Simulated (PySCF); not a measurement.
Ligand exchange on a metal centre used in film growth or etching (Hf OH-NH2). Gas-phase values, no solvent. One relaxed conformer stands for each flexible species; it need not be the lowest.

Level of theory: PySCF with PBE-D3(BJ)/def2-TZVP // BP86-D3(BJ)/def2-SVP. 

```json
[
 {"species": "0 of 4 OH replaced by NH2 ([Hf(OH)4])", "LUMO (eV)": "-0.62", "mean distance from the central atom to its bonded neighbours (Å)": "1.942"},
 {"species": "3 of 4 OH replaced by NH2", "LUMO (eV)": "-0.57", "mean distance from the central atom to its bonded neighbours (Å)": "2.031"},
 {"species": "4 of 4 OH replaced by NH2", "LUMO (eV)": "-0.57", "mean distance from the central atom to its bonded neighbours (Å)": "2.059"}
]
```
